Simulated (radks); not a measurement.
Problem. All-electron atom: the promethium ion Pm+ in [Xe] 4f6 (not the ground configuration). All-electron calculation, Dirac Kohn-Sham, LDA (Slater exchange, Perdew-Wang correlation), spin-unpolarised, spherical densities, finite nucleus; open shells fill j = l - 1/2 first; Fermi nuclear charge, rms radius 4.962 fm. Program: a radial shooting solver on a logarithmic mesh with Libxc functionals. Some entries of the table are withheld. Estimate them.

| orbital | occ. | eigenvalue (hartree) | <1/r> (bohr^-1) |
|---|---|---|---|
| 1s1/2 | 2 | -1651.162 | 67.36 |
| 2s1/2 | 2 | -268.3703 | 15.98 |
| 2p1/2 | 2 | -254.2698 | 15.97 |
| 2p3/2 | 4 | -233.7058 | 14.29 |
| 3s1/2 | 2 | -58.47194 | (1) |
| 3p1/2 | 2 | -52.40841 | 5.714 |
| 3p3/2 | 4 | -48.27498 | 5.293 |
| 3d3/2 | 4 | -37.69024 | 5.168 |
| 3d5/2 | 6 | -36.79329 | 5.062 |
| 4s1/2 | 2 | -11.59340 | 2.414 |
| 4p1/2 | 2 | -9.28784 | 2.309 |
| 4p3/2 | 4 | -8.38287 | 2.165 |
| 4d3/2 | 4 | -4.58492 | 1.943 |
| 4d5/2 | 6 | -4.42468 | 1.907 |
| 5s1/2 | 2 | -1.60933 | 0.9114 |
| 5p1/2 | 2 | (2) | 0.7910 |
| 5p3/2 | 4 | (3) | 0.7383 |
| 4f5/2 | 6 | -0.12268 | 1.215 |
| 4f7/2 | 0 | -0.10755 | 1.182 |

Solution. 
(1) 3s1/2 <1/r> (bohr^-1): 5.796
(2) 5p1/2 eigenvalue (hartree): -1.00585
(3) 5p3/2 eigenvalue (hartree): -0.89114
